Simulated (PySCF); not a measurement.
PySCF 2.14 output of an unrestricted M06-2X calculation on a single atom or ion in aug-cc-pVQZ with one added diffuse shell each of s, p, d, f, g type (7s6p5d4f3g, 105 functions), with no relativity, point nucleus:

```
SCF conv_tol = 1e-09
number electrons alpha = 5  beta = 4
    Y. Zhao and D. G. Truhlar.,  Theor. Chem. Acc. 120, 215 (2008)
    Y. Zhao and D. G. Truhlar.,  Theor. Chem. Acc. 120, 215 (2008)
cycle= 1 E= -128.145392213772  delta_E= -0.00487  |g|= 0.0166  |ddm|= 0.178
cycle= 2 E= -128.145431651454  delta_E= -3.94e-05  |g|= 0.00276  |ddm|= 0.0105
cycle= 3 E= -128.145432885167  delta_E= -1.23e-06  |g|= 0.00128  |ddm|= 0.00285
cycle= 4 E= -128.14543316913  delta_E= -2.84e-07  |g|= 9.5e-05  |ddm|= 0.00118
cycle= 5 E= -128.145433171985  delta_E= -2.86e-09  |g|= 1.58e-05  |ddm|= 0.000123
cycle= 6 E= -128.145433172079  delta_E= -9.43e-11  |g|= 1e-06  |ddm|= 2.91e-05
converged SCF energy = -128.145433172079  <S^2> = 0.75109365  2S+1 = 2.0010933
```

The run itself started from symmetry-adapted Hartree-Fock orbitals and held the occupation by maximum overlap, on a logarithmic radial grid, so the iterations belong to that start.

Problem. Which element, charge and spin multiplicity is this?

Solution. Ne⁺ (neon, charge +1), multiplicity 2; the state was [He] 2s2 2p5, 2P determinant.
